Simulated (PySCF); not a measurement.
O4Rh, SMILES [O]=[Rh+](=[O])(=[O])=[O], charge +1, multiplicity 1.

The structure is a stationary point at B3LYP-D3(BJ)/def2-SVP. The multiplicity is an assumed one; other spin states were not compared. The def2 effective core potentials stand for the cores of Rh; spin–orbit coupling is left out.

Two levels are set side by side: PBE/def2-TZVPD (PySCF) and r2SCAN/def2-TZVPD (PySCF). Same geometry, gas phase. Differences are taken from unrounded values.

```
quantity                        PBE
---------------------------  ------
orbital gap (eV)               2.26
highest occupied level (eV)  -16.03
lowest empty level (eV)      -13.78
mean polarisability (bohr³)    45.6
```

**Question.** These are the PBE values. What does r2SCAN give? (Estimate from the structure and the level; the computed values follow.)

**Answer.** 
| quantity | r2SCAN | PBE minus r2SCAN |
|---|---|---|
| orbital gap (eV) | 2.40 | -0.14 |
| highest occupied level (eV) | -16.43 | 0.39 |
| lowest empty level (eV) | -14.03 | 0.25 |
| mean polarisability (bohr³) | 45.1 | 0.5 |

Rough cost on one machine, each run with all the roots and properties that it gave: r2SCAN against PBE about 4 times.
